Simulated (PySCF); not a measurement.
## Assigning NMR signals

Geometry:
```json
{"atom": "C1", "x (Å)": "2.231", "y (Å)": "0.457", "z (Å)": "1.174"}
{"atom": "Si2", "x (Å)": "1.086", "y (Å)": "-0.877", "z (Å)": "0.460"}
{"atom": "C3", "x (Å)": "0.081", "y (Å)": "-0.312", "z (Å)": "-1.082"}
{"atom": "C4", "x (Å)": "-1.289", "y (Å)": "-0.026", "z (Å)": "-0.453"}
{"atom": "F5", "x (Å)": "-2.340", "y (Å)": "-0.481", "z (Å)": "-1.239"}
{"atom": "C6", "x (Å)": "-1.503", "y (Å)": "1.359", "z (Å)": "-0.053"}
{"atom": "O7", "x (Å)": "-0.655", "y (Å)": "2.046", "z (Å)": "0.475"}
{"atom": "Si8", "x (Å)": "-1.103", "y (Å)": "-1.000", "z (Å)": "1.283"}
{"atom": "H9", "x (Å)": "1.692", "y (Å)": "1.394", "z (Å)": "1.281"}
{"atom": "H10", "x (Å)": "2.614", "y (Å)": "0.172", "z (Å)": "2.149"}
{"atom": "H11", "x (Å)": "3.084", "y (Å)": "0.633", "z (Å)": "0.523"}
{"atom": "H12", "x (Å)": "1.835", "y (Å)": "-2.123", "z (Å)": "0.206"}
{"atom": "H13", "x (Å)": "-0.039", "y (Å)": "-1.115", "z (Å)": "-1.809"}
{"atom": "H14", "x (Å)": "0.459", "y (Å)": "0.558", "z (Å)": "-1.618"}
{"atom": "H15", "x (Å)": "-2.539", "y (Å)": "1.721", "z (Å)": "-0.188"}
{"atom": "H16", "x (Å)": "-1.660", "y (Å)": "-0.213", "z (Å)": "2.386"}
{"atom": "H17", "x (Å)": "-1.962", "y (Å)": "-2.181", "z (Å)": "1.146"}
```

Isolated molecule, a single conformation, non-relativistic Hamiltonian, rapidly exchanging positions averaged. Shieldings: GIAO PBE0/pcSseg-1; GFN2-xTB structure; PySCF 2.14.

δ = σ(ref) − σ, references computed at the same level: TMS for ¹³C (σ = 186.93 ppm), ¹H (σ = 31.72 ppm).

Question: Assign these signals to the numbered atoms. ¹³C{¹H} NMR (computed): δ 211.9 (CH), 106.5 (C), 26.5 (CH2), -4.2 (CH3).

Answer: 
| δ (ppm) | atoms | environment | reason |
| --- | --- | --- | --- |
| 211.9 | C6 | aldehyde carbonyl carbon | low-lying n→π* states of the double bond to the heteroatom give a large paramagnetic term (-273 ppm) |
| 106.5 | C4 | fully substituted sp3 carbon bonded to F and Si, α to a carbonyl | the inductive effect lowers its shielding |
| 26.5 | C3 | sp3 CH2 bonded to Si | – |
| -4.2 | C1 | methyl carbon bonded to Si | an electropositive neighbour leaves it electron-rich and shielded |

Question: Assign these signals to the numbered atoms. ¹H NMR (600 MHz, computed): δ 10.46 (m, 1H), 5.04 (m, 1H), 4.83 (m, 1H), 4.44 (m, 1H), 2.22 (m, 1H), 2.21 (m, 1H), 0.84 (d, 3H).

Answer: 
10.46 → H15, hydrogen on an aldehyde carbonyl carbon: the formyl region, downfield of aromatic protons
5.04 → H12, hydrogen on a silicon bonded to 2 C, Si, in a 4-membered ring
4.83 → H17, hydrogen on a silicon bonded to C, Si, in a 4-membered ring
4.44 → H16, hydrogen on a silicon bonded to C, Si, in a 4-membered ring
2.22 → H14, hydrogen on an sp3 CH2 bonded to Si
2.21 → H13, hydrogen on an sp3 CH2 bonded to Si
0.84 → H9/H10/H11, hydrogen on a methyl carbon bonded to Si: an electropositive neighbour shields it, as in TMS itself

H14 and H13 lie closer than the usual error of such a calculation, so a measured spectrum could show them in the other order.

Splittings by ¹⁹F in the carbon and heteronuclear signals aren't shown, as no couplings were computed. Shifts are as computed. Against solution values, carbons near 30 ppm lie about +3 ppm off and those near 130 ppm about +5 ppm. Of 1309 compounds with measured shifts, 239 miss one by over three times the rms of a fit or turn the order of signals round; such compounds aren't used in these exercises. Multiplicities follow the n + 1 count of equivalent neighbours, as no J values were calculated; m marks all less simple cases, F and P coupling included.
